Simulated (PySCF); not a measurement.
C$_{3}$H$_{11}$NSi, singlet, at a GFN2-xTB geometry, with bond 11-4 at 2.4 times its length; SA2-CASSCF(6,6)/STO-3G (PySCF).

Input for PySCF:
```python
from pyscf import gto, scf, mcscf
import numpy

mol = gto.M(
    atom='''
Si    0.804833    0.537749   -0.423762
C     2.133808   -0.529458    0.401951
N    -0.738432    0.044601    0.158364
C    -1.901979    0.847330   -0.118284
C    -1.081892   -1.333525    0.407540
H     0.985761    0.446067   -1.888631
H     0.923017    1.944138   -0.021326
H     1.980848   -0.608668    1.473706
H     2.166927   -1.534314   -0.007988
H     3.110366   -0.085075    0.241308
H    -3.125430    0.075171   -2.318733
H    -1.609763    1.887101   -0.235151
H    -2.612779    0.770544    0.709654
H    -0.188730   -1.900497    0.651608
H    -1.777072   -1.394237    1.250775
H    -1.565087   -1.797425   -0.461928
''',
    basis='sto-3g',
    charge=0,
    spin=0,
    verbose=4,
)

mf = scf.RHF(mol)
mf.kernel()
mc = mcscf.CASSCF(mf, 6, 6)
mc.fix_spin_(ss=0.0)
mc = mc.state_average_([0.5, 0.5])
mc.kernel()
```

Output, abridged:

```
PySCF version 2.14.0

[INPUT] verbose = 4
[INPUT] num. atoms = 16
[INPUT] num. electrons = 50
[INPUT] charge = 0
[INPUT] spin (= nelec alpha-beta = 2S) = 0
[INPUT] symmetry False subgroup None
[INPUT] Mole.unit = angstrom
[INPUT] Symbol           X                Y                Z      unit          X                Y                Z       unit  Magmom
[INPUT]  1 Si     0.804833000000   0.537749000000  -0.423762000000 AA    1.520913946012   1.016198333759  -0.800794121998 Bohr   0.0
[INPUT]  2 C      2.133808000000  -0.529458000000   0.401951000000 AA    4.032312722406  -1.000530614460   0.759577305495 Bohr   0.0
[INPUT]  3 N     -0.738432000000   0.044601000000   0.158364000000 AA   -1.395434241615   0.084283674882   0.299264587991 Bohr   0.0
[INPUT]  4 C     -1.901979000000   0.847330000000  -0.118284000000 AA   -3.594219404674   1.601221637128  -0.223524364918 Bohr   0.0
[INPUT]  5 C     -1.081892000000  -1.333525000000   0.407540000000 AA   -2.044479576358  -2.519997030261   0.770138984805 Bohr   0.0
[INPUT]  6 H      0.985761000000   0.446067000000  -1.888631000000 AA    1.862818314277   0.842944463206  -3.568995340363 Bohr   0.0
[INPUT]  7 H      0.923017000000   1.944138000000  -0.021326000000 AA    1.744249338318   3.673888368360  -0.040300299332 Bohr   0.0
[INPUT]  8 H      1.980848000000  -0.608668000000   1.473706000000 AA    3.743260214392  -1.150215820787   2.784900728128 Bohr   0.0
[INPUT]  9 H      2.166927000000  -1.534314000000  -0.007988000000 AA    4.094898561925  -2.899433249086  -0.015095132283 Bohr   0.0
[INPUT] 10 H      3.110366000000  -0.085075000000   0.241308000000 AA    5.877739887159  -0.160768450047   0.456006031667 Bohr   0.0
[INPUT] 11 H     -3.125430000000   0.075171000000  -2.318733000000 AA   -5.906206721499   0.142052602510  -4.381770325991 Bohr   0.0
[INPUT] 12 H     -1.609763000000   1.887101000000  -0.235151000000 AA   -3.042011195458   3.566104059393  -0.444370987918 Bohr   0.0
[INPUT] 13 H     -2.612779000000   0.770544000000   0.709654000000 AA   -4.937436734015   1.456117126927   1.341051703202 Bohr   0.0
[INPUT] 14 H     -0.188730000000  -1.900497000000   0.651608000000 AA   -0.356648011489  -3.591418830558   1.231360660576 Bohr   0.0
[INPUT] 15 H     -1.777072000000  -1.394237000000   1.250775000000 AA   -3.358179383633  -2.634726082735   2.363622193453 Bohr   0.0
[INPUT] 16 H     -1.565087000000  -1.797425000000  -0.461928000000 AA   -2.957585791117  -3.396640979446  -0.872917409268 Bohr   0.0

nuclear repulsion = 245.595536971821
number of shells = 28
number of NR pGTOs = 120
number of NR cGTOs = 40
basis = sto-3g
ecp = {}

******** <class 'pyscf.scf.hf.RHF'> ********
method = RHF
initial guess = minao
damping factor = 0
level_shift factor = 0
DIIS = <class 'pyscf.scf.diis.CDIIS'>
diis_start_cycle = 1
diis_space = 8
diis_damp = 0
SCF conv_tol = 1e-09
SCF conv_tol_grad = None
SCF max_cycles = 50
direct_scf = True
direct_scf_tol = 1e-13
Set gradient conv threshold to 3.16228e-05
Initial guess from minao.
init E= -457.986852237635
  HOMO = -0.144067110414034  LUMO = -0.0178139414591044  gap/eV = 3.43552
cycle= 1 E= -457.556103239992  delta_E= 0.431  |g|= 0.336  |ddm|= 4.49
  HOMO = -0.0693863432866284  LUMO = 0.148600291107657  gap/eV = 5.93172
cycle= 2 E= -457.55537320302  delta_E= 0.00073  |g|= 0.452  |ddm|= 1.81
  HOMO = -0.0946342966082467  LUMO = 0.136930597701984  gap/eV = 6.30120
cycle= 3 E= -457.661771097551  delta_E= -0.106  |g|= 0.0484  |ddm|= 0.885
  HOMO = -0.140995140327565  LUMO = 0.14023674960493  gap/eV = 7.65271
cycle= 4 E= -457.663280924197  delta_E= -0.00151  |g|= 0.0216  |ddm|= 0.118
  HOMO = -0.144378641669441  LUMO = 0.135973767408996  gap/eV = 7.62878
cycle= 5 E= -457.66348096821  delta_E= -0.0002  |g|= 0.00718  |ddm|= 0.0367
  HOMO = -0.141781487207796  LUMO = 0.134142471400505  gap/eV = 7.50827
cycle= 6 E= -457.663533246181  delta_E= -5.23e-05  |g|= 0.00314  |ddm|= 0.0218
  HOMO = -0.142381225327627  LUMO = 0.134539125690617  gap/eV = 7.53539
cycle= 7 E= -457.663541372681  delta_E= -8.13e-06  |g|= 0.000744  |ddm|= 0.0101
  HOMO = -0.14299507142273  LUMO = 0.134757339674378  gap/eV = 7.55803
cycle= 8 E= -457.663541865809  delta_E= -4.93e-07  |g|= 9.91e-05  |ddm|= 0.00265
  HOMO = -0.142885912103744  LUMO = 0.134644488512061  gap/eV = 7.55199
cycle= 9 E= -457.663541871958  delta_E= -6.15e-09  |g|= 4.2e-05  |ddm|= 0.000246
  HOMO = -0.142870166273638  LUMO = 0.134653177627493  gap/eV = 7.55179
cycle= 10 E= -457.663541872813  delta_E= -8.55e-10  |g|= 9.23e-06  |ddm|= 7.24e-05
  HOMO = -0.142868777909028  LUMO = 0.134656301316522  gap/eV = 7.55184
Extra cycle  E= -457.663541872821  delta_E= -8.3e-12  |g|= 8.43e-06  |ddm|= 3.09e-05
converged SCF energy = -457.663541872821

******** <class 'pyscf.mcscf.addons.StateAverageCASSCF'> ********
CAS (3e+3e, 6o), ncore = 22, nvir = 12
max_cycle_macro = 50
max_cycle_micro = 4
conv_tol = 1e-07
conv_tol_grad = None
orbital rotation max_stepsize = 0.02
orbital rotation threshold for CI restart = 0.01
augmented hessian ah_max_cycle = 30
augmented hessian ah_conv_tol = 1e-12
augmented hessian ah_linear dependence = 1e-14
augmented hessian ah_level shift = 1e-08
augmented hessian ah_start_tol = 2.5
augmented hessian ah_start_cycle = 3
augmented hessian ah_grad_trust_region = 3
kf_trust_region = 3
kf_interval = 4
ci_response_space = 4
ci_grad_trust_region = 3
with_dep4 0
natorb = False
canonicalization = True
sorting_mo_energy = False
ao2mo_level = 2
internal_rotation = False
******** <class 'pyscf.mcscf.addons.StateAverageSpinPenaltyFCISolver'> ********
max. cycles = 50
conv_tol = 1e-08
davidson only = True
linear dependence = 1e-12
level shift = 0.001
max iter space = 12
nroots = 2
pspace_size = 400
spin = None
State-average over 2 states with weights [0.5, 0.5]
CASCI E = -457.677306862414  S^2 = 0.0000000
Set conv_tol_grad to 0.000316228
macro iter   1 ( 21 JK    4 micro), CASSCF E = -457.708645203393  dE = -3.13383410e-02  S^2 = 0.0000000
               |grad[o]|=0.165  |ddm|=0.0987  |maxRot[o]|=0.278
macro iter   2 ( 17 JK    4 micro), CASSCF E = -457.713858914237  dE = -5.21371084e-03  S^2 = 0.0000000
               |grad[o]|=0.0721  |ddm|=0.0448  |maxRot[o]|=0.207
macro iter   3 ( 16 JK    4 micro), CASSCF E = -457.714042272618  dE = -1.83358381e-04  S^2 = 0.0000000
               |grad[o]|=0.00386  |ddm|=0.00278  |maxRot[o]|=0.0389
macro iter   4 ( 12 JK    3 micro), CASSCF E = -457.714068678147  dE = -2.64055290e-05  S^2 = 0.0000000
               |grad[o]|=0.00109  |ddm|=0.000534  |maxRot[o]|=0.0161
macro iter   5 (  4 JK    1 micro), CASSCF E = -457.714069508377  dE = -8.30229567e-07  S^2 = 0.0000000
               |grad[o]|=0.000191  |ddm|=9.27e-05  |maxRot[o]|=0.00254
macro iter   6 (  4 JK    1 micro), CASSCF E = -457.714069578907  dE = -7.05304046e-08  S^2 = 0.0000000
               |grad[o]|=3.81e-05  |ddm|=6.61e-05  |maxRot[o]|=0.0015
1-step CASSCF converged in   6 macro ( 74 JK  17 micro) steps
CASSCF canonicalization
Density matrix diagonal elements [1.97478456 1.5406214  1.40406729 1.04971645 0.01098796 0.01982234]
CASSCF energy = -457.714069578907
CASCI E = -457.714069578907  E(CI) = -5.89891804261543  S^2 = 0.0000000
CASCI state-averaged energy = -457.714069578907
CASCI energy for each state
  State 0 weight 0.5  E = -457.832640437443 S^2 = 0.0000000
  State 1 weight 0.5  E = -457.595498720371 S^2 = 0.0000000
```
